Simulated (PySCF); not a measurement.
**Nuclear quadrupole coupling in `CN[SiH2]n1cc(Cl)cc1F`**

Species: C₅H₈ClFN₂Si.
Z-matrix (Å and degrees, GFN2-xTB geometry), rows numbered from 1:
```
C 
N   1  1.4495
Si  2  1.7126  1  124.96
N   3  1.7673  2  103.85  1   -56.92
C   4  1.3717  3  126.75  2   -30.51
C   5  1.3639  4  108.82  3  -177.90
Cl  6  1.7117  5  126.27  4  -179.52
C   6  1.4185  5  108.35  4     0.37
C   4  1.3553  3  126.82  2   152.65
F   9  1.3388  4  119.28  3    -2.20
H   1  1.0873  2  109.07  3    32.94
H   1  1.0912  2  109.78  3   151.93
H   1  1.0940  2  112.27  3   -87.34
H   2  1.0085  1  111.39  3   150.63
H   3  1.4624  2  118.58  1    57.89
H   3  1.4593  2  105.76  1  -171.93
H   5  1.0692  4  120.84  3     2.17
H   8  1.0692  6  127.62  5   179.97
```

Field gradients from the PBE0/pcSseg-1 density (PySCF, non-relativistic), principal values in atomic units, ordered |Vxx| ≤ |Vyy| ≤ |Vzz|:

| atom | Vxx | Vyy | Vzz |
| --- | --- | --- | --- |
| N2 | 0.3370 | 0.6880 | -1.0251 |
| N4 | 0.0539 | 0.4210 | -0.4748 |
| Cl7 | -1.9397 | -2.0670 | 4.0068 |

Question: Find the asymmetry η = (Vxx − Vyy)/Vzz and the couplings χ = eQV/h (234.96 MHz × Q in barn × V in au), with Q(14N) = 0.02044 b, Q(35Cl) = −0.0817 b.

Answer: 
```json
{"atom": "N2", "environment": "silicon-bound nitrogen", "nucleus": "14N", "η": "0.34", "χzz (MHz)": "-4.923", "χxx (MHz)": "1.619", "χyy (MHz)": "3.304"}
{"atom": "N4", "environment": "pyrrole-type nitrogen", "nucleus": "14N", "η": "0.77", "χzz (MHz)": "-2.280", "χxx (MHz)": "0.259", "χyy (MHz)": "2.022"}
{"atom": "Cl7", "environment": "aryl chlorine", "nucleus": "35Cl", "η": "0.03", "χzz (MHz)": "-76.92", "χxx (MHz)": "37.24", "χyy (MHz)": "39.68"}
```

The gradient is axial or nearly so (η below 0.05) at Cl7. 

Question: What is Vzz at N4 in SI units (1 au = 9.71736 × 10²¹ V/m²)?

Answer: -0.4748 au = -4.614 × 10²¹ V/m².

Question: What couplings would deuterons (Q(2H) = 0.00286 b) have in place of the hydrogens, at this geometry?

Answer: 
```json
{"atom": "H11", "bonded to": "C1", "bond length (Å)": "1.087", "Vzz (au)": "0.3052", "η": "0.07", "χzz (kHz)": "205"}
{"atom": "H12", "bonded to": "C1", "bond length (Å)": "1.091", "Vzz (au)": "0.3035", "η": "0.05", "χzz (kHz)": "204"}
{"atom": "H13", "bonded to": "C1", "bond length (Å)": "1.094", "Vzz (au)": "0.2985", "η": "0.05", "χzz (kHz)": "201"}
{"atom": "H14", "bonded to": "N2", "bond length (Å)": "1.008", "Vzz (au)": "0.4203", "η": "0.19", "χzz (kHz)": "282"}
{"atom": "H15", "bonded to": "Si3", "bond length (Å)": "1.462", "Vzz (au)": "0.1563", "η": "0.02", "χzz (kHz)": "105"}
{"atom": "H16", "bonded to": "Si3", "bond length (Å)": "1.459", "Vzz (au)": "0.1614", "η": "0.03", "χzz (kHz)": "108"}
{"atom": "H17", "bonded to": "C5", "bond length (Å)": "1.069", "Vzz (au)": "0.3477", "η": "0.11", "χzz (kHz)": "234"}
{"atom": "H18", "bonded to": "C8", "bond length (Å)": "1.069", "Vzz (au)": "0.3528", "η": "0.08", "χzz (kHz)": "237"}
```

Isolated species at its GFN2-xTB geometry (one conformer only). GFN2-xTB bond lengths can be off by several hundredths of an ångström, more for odd bonds, and the gradients follow them. With so small a basis the couplings can be 20 % off.
